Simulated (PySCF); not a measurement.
**Computed properties of BH₅P₂, SMILES PBP**

B(H)(PH2)2 (BH5P2), SMILES PBP. Geometry: B3LYP-D3(BJ)/def2-TZVP. One conformer was computed; it need not be the lowest. All values are computed for the isolated molecule unless a solvent is named; none is compared with measurement here.

**Structure.** The optimised structure has Cs symmetry. All 18 harmonic modes at B3LYP-D3(BJ)/def2-TZVP (PySCF) are real, so it is a minimum. With heavy atoms numbered as in [BH:1]([PH2:3])[PH2:6], the shortest bond between them is B1–P3 at 1.882 Å and the longest B1–P6 at 1.882 Å.

**Vibrations.** The strongest infrared lines (harmonic, unscaled, degenerate partners summed) lie at 1043 cm⁻¹ (124 km/mol, H 69 %, B 29 %), 2629 cm⁻¹ (69 km/mol, H 91 %, B 9 %), 478 cm⁻¹ (55 km/mol, H 81 %, P 15 %). The softest mode is at 188 cm⁻¹ and the zero-point energy is 30.0 kcal/mol.

**Electronic structure.** HF/def2-TZVPD (PySCF) places the frontier levels at -9.46 and 1.34 eV, a gap of 10.80 eV, and gives a dipole moment of 1.49 D and a mean polarisability of 70.0 bohr³.

**Excitations.** TDDFT-ωB97X/def2-SVPD (PySCF) has S1 at 4.74 eV (262 nm, f = 0.166, bright); the most intense of the 10 singlets computed lies at 7.67 eV (f = 0.19). T1 (TDA) is at 3.72 eV. No vertical singlet excitation falls in the visible range (under 3.1 eV).

**NMR.** GIAO shifts at HF/pcSseg-1 (PySCF) (non-relativistic, atoms alike by connectivity averaged): ¹H from 3.3 to 9.2 ppm against TMS; ¹¹B at 85.9 ppm against BF3.
